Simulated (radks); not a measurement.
Q: Species: the zirconium ion Zr3+. Configuration: [Kr] 4d1. Method: scalar-relativistic Kohn-Sham, PBEsol, spin-polarised, spherical densities, point nucleus; open shells are filled with parallel spins first (spin-orbit coupling, left out, can overturn this in heavy ions); computed with a radial shooting solver on a logarithmic mesh with Libxc functionals. Some entries of the table are withheld. Estimate them.

orbital,occ.,eigenvalue (eV),<r^2> (bohr^2),<1/r> (bohr^-1)
1s down,1,-17841.20,0.001854,41.24
1s up,1,-17841.19,0.001854,41.24
2s up,1,-2496.279,0.03120,9.245
2s down,1,-2496.178,0.03120,9.245
2p up,3,-2229.550,0.02457,9.010
2p down,3,-2229.475,0.02456,9.010
3s up,1,-431.9925,0.2413,3.138
3s down,1,-431.9335,0.2413,3.138
3p up,3,-345.1278,0.2491,2.980
3p down,3,-345.0625,0.2491,2.980
3d up,5,-202.4755,0.2477,2.740
3d down,5,-202.3767,0.2476,2.740
4s up,1,-81.8068,1.640,1.124
4s down,1,-81.1494,1.630,1.128
4p up,3,-59.4959,2.058,0.9934
4p down,3,-58.7324,2.044,0.9979
4d up,1,-28.5765,3.902,(1)
4d down,0,-27.6554,3.899,(2)

A: 
(1) 4d up <1/r> (bohr^-1): 0.7143
(2) 4d down <1/r> (bohr^-1): 0.7165
